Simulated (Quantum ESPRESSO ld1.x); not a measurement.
Task: These are the eigenvalues of the occupied orbitals of an atom or ion with whole-number occupations (hartree). Calculated with ld1.x of Quantum ESPRESSO 7.5: scalar-relativistic Kohn-Sham, LDA (Slater exchange, Perdew-Zunger correlation), spin-unpolarised, spherical densities, point nucleus.

1s: -1044.39
2s: -236.447
2p: -225.199

Which element is it, and in what charge state? The configuration may be excited.

Result: Z = 47, silver, charge +40: Ag40+ in [He] 2s2 2p3. The list shows which subshells hold electrons but not how many an open one holds; the 1s level, -1044.4 hartree, gives Z - s = 45.7 by -(Z - s)^2/2, which with screening and relativity narrows Z to a few neighbours, and the depths of the outer levels then fix element, charge and occupations together.
